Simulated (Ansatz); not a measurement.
# Energy profile

The step: GePH₇S ([SH][PH3][GeH3]) → GePH₅ ([PH2][GeH3]) + H₂S; bonds formed: S2–H6; bonds broken: S2–P7, H6–P7 (atoms numbered as in the saddle structure below).

| atom | x (Å) | y (Å) | z (Å) |
| --- | --- | --- | --- |
| Ge1 | -1.0440 | 0.9477 | -0.3441 |
| S2 | 1.8109 | 0.7875 | 0.9896 |
| H3 | -0.2459 | 1.6102 | -1.4583 |
| H4 | -1.0913 | 1.6699 | 0.9972 |
| H5 | -2.4852 | 0.6413 | -0.8276 |
| H6 | 0.6490 | -0.9956 | 1.2827 |
| P7 | -0.1284 | -1.1329 | 0.0774 |
| H8 | 2.7558 | 0.1019 | 0.3241 |
| H9 | 0.8297 | -1.4179 | -0.9002 |
| H10 | -1.0507 | -2.2119 | -0.1410 |

Electronic energies by CCSD(T) at an estimated basis limit (MP2 extrapolated from triple and quadruple zeta, plus CCSD(T) − MP2 in triple zeta), on PBE0-D4/def2-TZVP structures; GePH7S, closed shell; no counterpoise correction. Computed with Ansatz 0.2.0 (basis: def2-TZVPP and def2-QZVPP); correlated methods freeze the cores. Filled d shells of the heavier atoms are correlated. The def2 sets are not built for correlating such inner shells, so the correlated values are less sure here. Extrapolation: Hartree–Fock as exp(−7.88 √X), correlation as X^−2.97.

Give the profile in eV, counted from the start structure. (To be estimated.)

The calculation gives:
| point | eV |
| --- | --- |
| start structure | 0.000 |
| saddle | 0.452 |
| end structure | -1.218 |
| separated: GePH5 (linked as [PH2][GeH3]; Ge1, H3, H4, H5, P7, H9, H10; singlet) + H2S (S2, H6, H8; singlet) | -1.135 |

The T1 diagnostic stays at or below 0.015.

For scale, one of the runs: CCSD(T)/def2-TZVPP, 230 basis functions, launched by `ansatz run in.yaml --threads 4 --pin off --events-out ev --progress --plain --max-ram 9574MiB`. Time: 110 s of wall clock on 4 CPU threads of an Arm Neoverse V1; the host was shared. Peak host memory: 3.6 GiB.
